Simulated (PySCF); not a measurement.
A structure optimised at PBE-D3(BJ)/def2-SVP, used in a PySCF frequency run:

```
B
O 1 1.3702
H 2 0.9755 1 111.62
C 1 1.5470 2 119.31 3 -0.01
C 4 1.2299 2 151.70 3 -0.10
H 5 1.0822 3 145.72 2 179.94
C 1 1.5725 2 118.88 3 179.98
H 7 1.1072 1 112.58 2 0.32
H 7 1.1111 8 108.91 1 -122.80
H 7 1.1112 8 108.87 9 -114.51
```

Write its SMILES and formula.

C#CB(C)O, C3H5BO

What are its rotational constants (standard atomic weights)?

8.6410, 3.5350, 2.5486 GHz
